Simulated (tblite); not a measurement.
C4H10B2ClN.
Bonds: N1–B2, B2–B3, B3–Cl4, B3–C5, C5–C6, C6–C7, C7–C8, C5–C8. Hydrogens: H9, H10 on N1; H11 on B2; H12 on C5; H13, H14 on C6; H15, H16 on C7; H17, H18 on C8.

Computed with GFN2-xTB (tblite), gas phase: L-BFGS steps from a force-field or distance-geometry start until the largest atomic force falls under 0.01 eV/Å.

Step 32: E = -642.8173 eV
```
atom  x, y, z in Å  |  force x, y, z in eV/Å
N1      3.2212    0.2033   -0.4976   -0.003   0.034  -0.018
B2      2.2367   -0.4396    0.2290   -0.032   0.003   0.004
B3      0.8384   -0.9904   -0.5123    0.010  -0.079   0.013
Cl4     0.8866   -2.0866   -1.8461   -0.056   0.023   0.033
C5     -0.5935   -0.5585    0.0115   -0.032   0.038  -0.004
C6     -1.8329   -0.5419   -0.9117   -0.025   0.014  -0.030
C7     -2.1916    0.8622   -0.4037    0.008  -0.046  -0.012
C8     -0.8438    0.9375    0.3275   -0.038   0.053   0.000
H9      3.1527    0.3449   -1.4931    0.053   0.022   0.024
H10     4.0701    0.5862   -0.1129   -0.006  -0.020   0.008
H11     2.4189   -0.5581    1.3882    0.081   0.010  -0.024
H12    -0.8013   -1.1528    0.9082   -0.016  -0.011  -0.004
H13    -1.5709   -0.5649   -1.9677   -0.012  -0.001  -0.024
H14    -2.5770   -1.3115   -0.7199   -0.007  -0.036  -0.014
H15    -2.3521    1.6169   -1.1739   -0.006  -0.041   0.052
H16    -3.0437    0.8620    0.2757    0.026   0.021  -0.044
H17    -0.1329    1.6014   -0.1592    0.041   0.005  -0.005
H18    -0.8936    1.1962    1.3817    0.013   0.011   0.043
```

Step 33: E = -642.8187 eV
```
atom  x, y, z in Å  |  force x, y, z in eV/Å
N1      3.2240    0.2072   -0.4982    0.011   0.024  -0.024
B2      2.2407   -0.4406    0.2253   -0.051  -0.003   0.013
B3      0.8380   -0.9916   -0.5110    0.038  -0.069  -0.011
Cl4     0.8806   -2.0978   -1.8382   -0.052   0.033   0.048
C5     -0.5929   -0.5551    0.0104   -0.042   0.017  -0.006
C6     -1.8328   -0.5408   -0.9110   -0.045   0.019  -0.056
C7     -2.1948    0.8621   -0.4042    0.024  -0.034  -0.002
C8     -0.8479    0.9390    0.3272   -0.010   0.044   0.016
H9      3.1614    0.3521   -1.4937    0.038   0.022   0.031
H10     4.0735    0.5839   -0.1089   -0.005  -0.015   0.004
H11     2.4278   -0.5637    1.3839    0.069   0.009  -0.036
H12    -0.8004   -1.1520    0.9048   -0.018  -0.017   0.024
H13    -1.5740   -0.5628   -1.9667    0.008  -0.003  -0.061
H14    -2.5765   -1.3099   -0.7209   -0.022  -0.068   0.006
H15    -2.3537    1.6165   -1.1744   -0.017  -0.033   0.041
H16    -3.0470    0.8616    0.2746    0.019   0.022  -0.042
H17    -0.1361    1.6031   -0.1563    0.045   0.028  -0.022
H18    -0.8986    1.1951    1.3811    0.009   0.023   0.076
```

Step 34: E = -642.8203 eV
```
atom  x, y, z in Å  |  force x, y, z in eV/Å
N1      3.2281    0.2121   -0.4990    0.018   0.006  -0.020
B2      2.2454   -0.4422    0.2199   -0.052  -0.002   0.016
B3      0.8382   -0.9936   -0.5101    0.041  -0.036  -0.021
Cl4     0.8720   -2.1139   -1.8259   -0.044   0.032   0.052
C5     -0.5925   -0.5501    0.0083   -0.038  -0.016  -0.004
C6     -1.8336   -0.5393   -0.9112   -0.046   0.010  -0.067
C7     -2.1986    0.8617   -0.4050    0.034  -0.006   0.011
C8     -0.8533    0.9422    0.3274    0.033   0.017   0.031
H9      3.1730    0.3632   -1.4938    0.017   0.022   0.027
H10     4.0788    0.5799   -0.1038   -0.005  -0.008   0.003
H11     2.4398   -0.5716    1.3774    0.050   0.004  -0.043
H12    -0.7985   -1.1508    0.9002   -0.022  -0.016   0.044
H13    -1.5781   -0.5602   -1.9668    0.025  -0.005  -0.091
H14    -2.5759   -1.3093   -0.7216   -0.026  -0.084   0.019
H15    -2.3566    1.6156   -1.1744   -0.026  -0.011   0.011
H16    -3.0512    0.8615    0.2722   -0.001   0.017  -0.025
H17    -0.1402    1.6072   -0.1522    0.036   0.044  -0.029
H18    -0.9054    1.1939    1.3820    0.005   0.032   0.085
```

Step 35: E = -642.8219 eV
```
atom  x, y, z in Å  |  force x, y, z in eV/Å
N1      3.2329    0.2170   -0.4996    0.017  -0.014  -0.008
B2      2.2498   -0.4438    0.2139   -0.031   0.007   0.009
B3      0.8390   -0.9957   -0.5102    0.014   0.010  -0.011
Cl4     0.8626   -2.1318   -1.8110   -0.034   0.019   0.039
C5     -0.5924   -0.5450    0.0056   -0.022  -0.042   0.004
C6     -1.8354   -0.5378   -0.9127   -0.024  -0.010  -0.057
C7     -2.2021    0.8614   -0.4056    0.032   0.020   0.018
C8     -0.8584    0.9459    0.3286    0.063  -0.016   0.036
H9      3.1854    0.3761   -1.4933   -0.005   0.021   0.014
H10     4.0849    0.5751   -0.0985   -0.006  -0.002   0.006
H11     2.4524   -0.5805    1.3693    0.029  -0.002  -0.042
H12    -0.7961   -1.1496    0.8959   -0.027  -0.008   0.047
H13    -1.5821   -0.5576   -1.9687    0.029  -0.008  -0.093
H14    -2.5756   -1.3102   -0.7219   -0.013  -0.071   0.018
H15    -2.3606    1.6146   -1.1740   -0.026   0.015  -0.020
H16    -3.0557    0.8619    0.2690   -0.020   0.007   0.000
H17    -0.1445    1.6131   -0.1478    0.016   0.043  -0.021
H18    -0.9129    1.1932    1.3847    0.006   0.032   0.061
```

Question: Estimate the geometry and energy of step 36. (The exact step hangs on the optimiser's Hessian estimate; all steps are aligned on step 35, rigid shifts and turns removed.)

Answer: E = -642.8230 eV, largest force 0.072 eV/Å
```
atom  x, y, z in Å  |  force x, y, z in eV/Å
N1      3.2369    0.2203   -0.5001    0.011  -0.027   0.002
B2      2.2528   -0.4448    0.2088   -0.006   0.017  -0.004
B3      0.8399   -0.9966   -0.5109   -0.020   0.042   0.007
Cl4     0.8555   -2.1458   -1.7980   -0.024   0.002   0.018
C5     -0.5926   -0.5417    0.0035   -0.007  -0.045   0.014
C6     -1.8372   -0.5369   -0.9147    0.006  -0.023  -0.031
C7     -2.2043    0.8615   -0.4058    0.018   0.027   0.013
C8     -0.8613    0.9486    0.3303    0.059  -0.033   0.024
H9      3.1948    0.3865   -1.4925   -0.021   0.021   0.000
H10     4.0897    0.5715   -0.0947   -0.004   0.001   0.011
H11     2.4618   -0.5884    1.3620    0.013  -0.008  -0.029
H12    -0.7944   -1.1486    0.8934   -0.030   0.000   0.035
H13    -1.5846   -0.5560   -1.9718    0.019  -0.010  -0.064
H14    -2.5755   -1.3123   -0.7218    0.011  -0.037   0.005
H15    -2.3643    1.6142   -1.1740   -0.015   0.027  -0.031
H16    -3.0595    0.8623    0.2663   -0.021  -0.002   0.015
H17    -0.1479    1.6189   -0.1446   -0.003   0.026  -0.005
H18    -0.9186    1.1936    1.3881    0.013   0.021   0.019
```

The energy changes by -0.0011 eV. The first-order estimate −F·Δx gives -0.0016 eV and the mean of the old and new forces, exact on a quadratic surface, -0.0011 eV. The step makes an angle of 78° with the force vector and moves no atom by more than 0.020 Å.

The cost below is that of the whole relaxation. Time: 1.4 s wall. Hardware: one thread, Arm Neoverse N1 (aarch64) (shared host).
